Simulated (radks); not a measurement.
The numbers below are computed, except where a source is named.
All-electron atom: Ag4+ in [Ar] 3d10 4s1 4p6 4d7 4f1 (not the ground configuration).

Code: a radial shooting solver on a logarithmic mesh with Libxc functionals. Model: Dirac Kohn-Sham, PBE, spin-unpolarised, spherical densities, point nucleus; open shells fill j = l - 1/2 first.

Energy parts (hartree):
total: -5307.95197
kinetic: 5555.15991
electron-nucleus: -12768.71183
Hartree: 2052.50701
exchange-correlation: -146.90706

Orbitals (lengths in bohr, moments of r in powers of bohr):
orbital  occ.  eigenvalue (hartree)   <1/r>
1s1/2       2             -932.9645   49.44
2s1/2       2             -139.5440   11.39
2p1/2       2             -129.8606   11.37
2p3/2       4             -123.4163   10.68
3s1/2       2             -27.66482   3.986
3p1/2       2             -23.81374   3.892
3p3/2       4             -22.67444   3.725
3d3/2       4             -15.86142   3.562
3d5/2       6             -15.63174   3.519
4s1/2       1              -5.87191   1.555
4p1/2       2              -4.62879   1.446
4p3/2       4              -4.42674   1.395
4d3/2       4              -2.47425   1.147
4d5/2       3              -2.44548   1.135
4f5/2       1              -0.77326  0.5113
4f7/2       0              -0.77268  0.5101

The highest occupied level is 4f5/2 at -21.042 eV. The density falls to 0.001 e/bohr^3 at r = 3.67 bohr. Summed over all electrons, <r^2> = 28.46 bohr^2, which gives a Langevin (diamagnetic) susceptibility term of -22.5 x 10^-6 cm^3/mol.
